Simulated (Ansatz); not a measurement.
Two isomers of C3H11BSi: A = `C[SiH2]B(C)C`, B = `B[SiH](C)CC`.

Program: Ansatz. Geometries: PBE0-D4/def2-TZVP. ΔE: electronic, gas phase. CBS: MP2 limit from def2 TZ/QZ plus the TZ coupled-cluster correction, frozen cores. DFT in def2-TZVPP. B3LYP here is the variant with VWN-RPA as its local correlation; programs differ in this. Each species was taken in one conformer, which may not be the lowest.

(1) Which isomer does CCSD(T)/CBS put lower? Give the gap. (An estimate is asked.)

(2) Give E(B) − E(A) in kcal/mol with B3LYP, ωB97M-V, MP2/def2-TZVPP, CCSD(T)/def2-TZVPP, B3LYP-D4, r2SCAN-D4, CCSD/def2-TZVPP. (Estimate.)

Largest T1 diagnostic: 0.011.

## Answers

(1) Ansatz gave: A, by 17.3 kcal/mol.

(2) The calculation gave: B3LYP 18.7, ωB97M-V 18.2, MP2/def2-TZVPP 17.4, CCSD(T)/def2-TZVPP 17.2, B3LYP-D4 18.5, r2SCAN-D4 19.8, CCSD/def2-TZVPP 16.9. None reverses the order clearly.

From PBE to PBE0 (25 % exact exchange), in def2-TZVPP and without D4, E(B) − E(A) moves by −0.8 kcal/mol. In def2-TZVPP, CCSD(T) changes the Hartree–Fock value by +1.5 kcal/mol (the triples alone add +0.3 kcal/mol) and MP2 by +1.7 kcal/mol.
